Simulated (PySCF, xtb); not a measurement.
AlBr3, SMILES [Br][Al]([Br])[Br].

GFN2-xTB (xtb 6.7.1) at its own geometry gives an orbital gap of 4.25 eV and a dipole moment of 0.00 D.

Geometry optimised at B3LYP-D3(BJ)/def2-SVP. The isomer is the one that the SMILES or the coordinates give; other isomers of the formula were not compared.

What does M06-2X/def2-TZVP (PySCF) give? (The exact figures need the calculation; the answer reports its results.)

gap 8.86 eV (levels -9.85 and -0.99 eV), dipole 0.00 D.
